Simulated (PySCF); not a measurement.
## InCl: one state, many levels of theory

State: ¹Σ⁺ (singlet), closed shell. Set-up: basis In def2-SVPD with ECP28, Cl def2-SVPD; scalar-relativistic core potentials; PySCF 2.14. De refers to In + Cl in their high-spin ground configurations, without counterpoise correction. A positive dipole means In(−)Cl(+).

```
      Level  Re (Å)  ωe (cm⁻¹)  De (eV)  μ (D)  CPU s a point (SCF and correlation, without the integrals)
        RHF   2.478        301     3.44  -4.13                                                        0.11
    RHF-MP2   2.470        307     4.54    n/a                                                        0.18
RHF-SCS-MP2   2.477        303     4.42    n/a                                                         n/a
   RHF-CCSD   2.476        305     4.27    n/a                                                         n/a
RHF-CCSD(T)   2.478        304     4.36    n/a                                                         1.9
        PBE   2.481        297     4.71  -3.95                                                        0.58
       PW91   2.480        298     4.74  -3.98                                                        0.44
       BP86   2.481        297     4.66  -3.92                                                        0.41
     r²SCAN   2.457        310     4.68  -3.79                                                        0.71
      M06-L   2.475        303     4.95  -4.08                                                        0.74
       PBE0   2.461        307     4.59  -3.97                                                         1.3
  CAM-B3LYP   2.460        307     4.48  -4.07                                                         1.1
```

(1) Which functional lies closest to RHF-CCSD(T) in De, which farthest, and by how much do they differ from it?

(2) What does the step from GGA to meta-GGA do here, going from PBE to r²SCAN?

(3) What does second-order correlation do here, going from RHF to RHF-MP2?

Correlated steps freeze 9 core orbitals. Correlated levels converge slowly with the basis: in double zeta they bind strong bonds too weakly, by up to about 1 eV, and carry superposition errors of some tenths. Spin–orbit coupling is left out, which matters for elements this heavy, above all for dissociation energies. Where the molecule has an RHF reference, its open-shell atoms are computed with UHF.

The whole job (state search and all levels along the bond) took about 1.7 min on 1 thread of Oxide Virtual Turin-like (shared host), peak memory 0.74 GiB.

Results:

(1) Closest is CAM-B3LYP (-1.8 pm in Re, +1.0 % in ωe, +0.12 eV in De against RHF-CCSD(T) in the same basis), farthest M06-L (-0.3 pm in Re, -0.3 % in ωe, +0.59 eV in De). CCSD(T) converges more slowly with the basis than the functionals do and binds too weakly in this one, so the order can change at the basis-set limit.

(2) r²SCAN less PBE: -2.4 pm in Re, +4.4 % in ωe, -0.03 eV in De. 

(3) RHF-MP2 less RHF: -0.8 pm in Re, +2.0 % in ωe, +1.10 eV in De. Correlation nearly always deepens the well. The bond shortens, as in weak, metallic or heavy-atom bonds, where dispersion and the correlation of outer-core electrons pull the atoms together.
